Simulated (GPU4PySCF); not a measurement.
C10H8Cl2N2Pt, SMILES [Cl][Pt]1([Cl])<-[n]2ccccc2-c2cccc[n]->12, multiplicity 1. Atoms are numbered in the order given.

```xyz
23

Pt     1.0904    -2.0838     0.0056
Cl     0.3915    -4.2792     0.0104
Cl     3.2939    -2.7570     0.0027
C     -3.2517    -0.0408     0.0104
C     -3.1675    -1.4265     0.0123
C     -1.9222    -2.0279     0.0108
N     -0.7917    -1.3083     0.0077
C     -0.8547     0.0481     0.0058
C     -2.0820     0.7004     0.0072
C      0.4423     0.7285     0.0024
C      0.6032     2.1090     0.0000
C      1.8780     2.6500    -0.0032
C      2.9702     1.7931    -0.0040
C      2.7571     0.4266    -0.0015
N      1.5225    -0.0943     0.0016
H     -4.2121     0.4562     0.0116
H     -4.0536    -2.0450     0.0148
H     -1.7812    -3.1002     0.0122
H     -2.1214     1.7791     0.0057
H     -0.2617     2.7546     0.0006
H      2.0149     3.7227    -0.0051
H      3.9828     2.1705    -0.0065
H      3.5590    -0.2990    -0.0018
```
Charge 0, spin multiplicity 1.

The structure is a stationary point at B3LYP-D3(BJ)/def2-TZVP. The spin state was assumed, not searched. The isomer is the one that the SMILES or the coordinates give; other isomers of the formula were not compared. The def2 effective core potentials stand for the cores of Pt; spin–orbit coupling is left out. Other conformers were not sampled.

Two levels are set side by side: PBE-D3(BJ)/def2-TZVP (GPU4PySCF) and B3LYP-D3(BJ)/def2-TZVP (GPU4PySCF). Each level has its own optimised geometry; the coordinates shown are those of the second. Frequencies come from the Hessian of GPU4PySCF at each geometry. Differences are taken from unrounded values.

| quantity | B3LYP-D3(BJ) |
|---|---|
| mean bond length (Å) | 1.411 |
| bond Pt1–Cl2 (Å) | 2.304 |
| bond Pt1–Cl3 (Å) | 2.304 |
| bond Pt1–N7 (Å) | 2.036 |
| bond Pt1–N15 (Å) | 2.036 |
| bond C4–C5 (Å) | 1.388 |
| bond C4–C9 (Å) | 1.385 |
| bond C5–C6 (Å) | 1.383 |
| bond C6–N7 (Å) | 1.340 |
| bond N7–C8 (Å) | 1.358 |
| bond C8–C9 (Å) | 1.390 |
| bond C8–C10 (Å) | 1.465 |
| bond C10–C11 (Å) | 1.390 |
| bond C10–N15 (Å) | 1.358 |
| bond C11–C12 (Å) | 1.385 |
| bond C12–C13 (Å) | 1.388 |
| bond C13–C14 (Å) | 1.383 |
| highest harmonic wavenumber (cm⁻¹) | 3226 |
| mean harmonic wavenumber (cm⁻¹) | 1140 |
| zero-point energy (kcal/mol) | 102.64 |

Task: What does PBE-D3(BJ) give, and how far is it from B3LYP-D3(BJ)? (The exact figures need the calculation; the answer reports its results.)

Result: 
| quantity | PBE-D3(BJ) | PBE-D3(BJ) minus B3LYP-D3(BJ) |
|---|---|---|
| mean bond length (Å) | 1.415 | 0.004 |
| bond Pt1–Cl2 (Å) | 2.291 | -0.013 |
| bond Pt1–Cl3 (Å) | 2.291 | -0.013 |
| bond Pt1–N7 (Å) | 2.014 | -0.022 |
| bond Pt1–N15 (Å) | 2.014 | -0.022 |
| bond C4–C5 (Å) | 1.397 | 0.009 |
| bond C4–C9 (Å) | 1.390 | 0.005 |
| bond C5–C6 (Å) | 1.388 | 0.005 |
| bond C6–N7 (Å) | 1.351 | 0.011 |
| bond N7–C8 (Å) | 1.371 | 0.013 |
| bond C8–C9 (Å) | 1.397 | 0.007 |
| bond C8–C10 (Å) | 1.460 | -0.005 |
| bond C10–C11 (Å) | 1.397 | 0.007 |
| bond C10–N15 (Å) | 1.371 | 0.013 |
| bond C11–C12 (Å) | 1.390 | 0.005 |
| bond C12–C13 (Å) | 1.397 | 0.009 |
| bond C13–C14 (Å) | 1.388 | 0.005 |
| highest harmonic wavenumber (cm⁻¹) | 3146 | -79 |
| mean harmonic wavenumber (cm⁻¹) | 1106 | -34 |
| zero-point energy (kcal/mol) | 99.59 | -3.05 |
